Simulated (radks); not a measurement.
Values are calculated unless marked as measured or tabulated.
Question: Pt71+, configuration [He] 2s2 2p3. Code: a radial shooting solver on a logarithmic mesh with Libxc functionals. Model: Dirac Kohn-Sham, LB94 model potential, spin-unpolarised, spherical densities, finite nucleus; open shells fill j = l - 1/2 first; Fermi nuclear charge, rms radius 5.427 fm. Some entries of the table are withheld. Estimate them.

orbital,occ.,eigenvalue (hartree),<r^2> (bohr^2)
1s1/2,2,-3174.249,0.0004034
2s1/2,2,-764.9820,0.005788
2p1/2,2,(1),(2)
2p3/2,1,(3),(4)
3s1/2,0,-325.0268,(5)
3p1/2,0,-321.0001,0.02729
3p3/2,0,-301.1739,0.03131

Answer: 
(1) 2p1/2 eigenvalue (hartree): -752.0418
(2) 2p1/2 <r^2> (bohr^2): 0.004044
(3) 2p3/2 eigenvalue (hartree): -683.3035
(4) 2p3/2 <r^2> (bohr^2): 0.005107
(5) 3s1/2 <r^2> (bohr^2): 0.03112
